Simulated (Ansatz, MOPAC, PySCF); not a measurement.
Torsion H4–O1–In2–Br3 in BrH2InO (SMILES [OH][InH][Br]); at each angle all else is relaxed with GFN2-xTB, and the levels are single points there.
Geometry at 0° (charge 0, multiplicity 1):
```xyz
5

O     -1.444    -0.266    -0.321
In     0.248     0.656    -0.438
Br     1.620     0.421     1.600
H     -1.642    -0.741     0.486
H      0.577     1.481    -1.862
```

On the grid 0° to 330°, 90° is the highest and 0° the lowest point at MP2/CBS(def2-TZVPP, def2-QZVPP) + ΔCCSD(T)/def2-TZVPP.

The state that PM3, PM6, PM7 reach isn't checked; PM7 holds dispersion and hydrogen-bond terms.

Codes used: Ansatz (a first-principles code); MOPAC for PM3, PM6, PM7 (differences of heats of formation); PySCF for the dispersion terms.  In def2 rows elements past Kr take small-core potentials, without spin–orbit coupling.

Question: One of these levels gives 5.93 kcal/mol for the energy at 90° less that at 0°. Which one is it?
A. PM3
B. PM7
C. r2SCAN-D4/def2-TZVPP
D. PM6

Answer: A, PM3. The others give 1.23 (PM6), 0.46 (PM7), 4.41 (r2SCAN-D4/def2-TZVPP)
